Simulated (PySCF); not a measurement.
This PySCF input asks for the NMR shieldings of SMILES Cl[Si]([SiH3])([SiH3])[SiH2]B(Cl)Cl, BCl₃H₈Si₄; the geometry comes from GFN2-xTB.

```python
import basis_set_exchange as bse
import numpy as np
from pyscf import gto, dft
from pyscf.prop import nmr

atoms = """
Si   -0.999973    2.275084    0.427484
Si   -0.469716   -0.012909    0.459630
Si   -2.225053   -1.502876    0.001074
Cl    0.029349   -0.392894    2.470651
Si    1.533865   -0.496842   -0.704167
B     3.042902   -0.523985    0.560875
Cl    3.787286    0.947309    1.077199
Cl    3.556164   -1.971389    1.343022
H     0.054851    3.130654    0.976784
H    -2.223026    2.594612    1.170450
H    -1.222205    2.695958   -0.957719
H    -2.372616   -1.658020   -1.447772
H    -2.046102   -2.843156    0.563987
H    -3.511415   -1.015264    0.509844
H     1.677102    0.534912   -1.741307
H     1.380988   -1.752252   -1.453961
"""
names = dict.fromkeys(["Si", "Cl", "B", "H"], "pcSseg-1")
basis = {el: gto.basis.parse(bse.get_basis(n, elements=[el], fmt="nwchem")) for el, n in names.items()}
mol = gto.M(atom=atoms, basis=basis, charge=0, verbose=0)
mf = dft.RKS(mol, xc="PBE0")
mf.grids.level = 2
mf.grids.alignment = dft.numint.BLKSIZE   # the property module wants whole blocks of grid points
mf.conv_tol = 1e-9
mf.kernel()

calc = nmr.RKS(mf)   # GIAO
C = mf.mo_coeff
Co = C[:, mf.mo_occ > 0]
resp = mf.gen_response(singlet=True, hermi=2)
def vind(x):   # induced exchange potential for any number of trial vectors
    d = np.einsum("pi,xij,qj->xpq", C, 2 * x.reshape(-1, C.shape[1], Co.shape[1]), Co, optimize=True)
    return np.einsum("xpq,pi,qj->xij", resp(d - d.transpose(0, 2, 1)), C, Co, optimize=True).ravel()
mo1, _ = nmr.rhf.solve_mo1(calc, with_cphf=vind)
sigma = calc.kernel(mo1)
for i, s in enumerate(sigma):   # ppm
    print("%2d %-2s %9.2f" % (i, mol.atom_pure_symbol(i), np.trace(s) / 3))
```

Q: What are the results?

A: 
```
 0 Si    448.90
 1 Si    360.77
 2 Si    447.90
 3 Cl   1042.00
 4 Si    447.46
 5 B      26.70
 6 Cl    542.27
 7 Cl    529.96
 8 H      27.73
 9 H      27.81
10 H      28.15
11 H      28.13
12 H      27.76
13 H      27.78
14 H      27.95
15 H      27.84
```

These numbers come from an equivalent density-fitted implementation of the same equations, which agrees with the script to about 0.01 ppm for H and up to a few tenths of a ppm for heavy atoms, so last digits may differ.

Size and cost of the density-fitted run: 225 basis functions, 52 s wall time on 1 thread of an Arm Neoverse V1, shared host; peak memory 1.1 GiB.
